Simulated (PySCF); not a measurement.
Cd(Cl)(Me) (CH3CdCl), SMILES [CH3][Cd][Cl].

Geometry: B3LYP-D3(BJ)/def2-TZVP. The def2 effective core potentials stand for the cores of Cd; spin–orbit coupling is left out.

The numbers are results of B3LYP-D3(BJ)/def2-TZVP run with PySCF, not measurements.

Frequencies are harmonic and unscaled.

Modes within 1.5 cm⁻¹ of each other (mostly degenerate sets) share a row, with their intensities summed.

```tsv
mode	ν (cm⁻¹)	IR (km/mol)	moving atoms (share of kinetic energy)
1–2	104	7.7	C 35 %, Cd 26 %, Cl 20 %, H 18 %
3	336	35.7	Cl 76 %, Cd 14 %, C 8 %
4	508	18.1	C 66 %, Cd 17 %, H 15 %
5–6	733	61.1	H 85 %, C 14 %
7	1189	8.5	H 83 %, C 17 %
8–9	1461	2.0	H 95 %
10	3056	14.2	H 98 %
11–12	3146	8.7	H 91 %, C 9 %
```
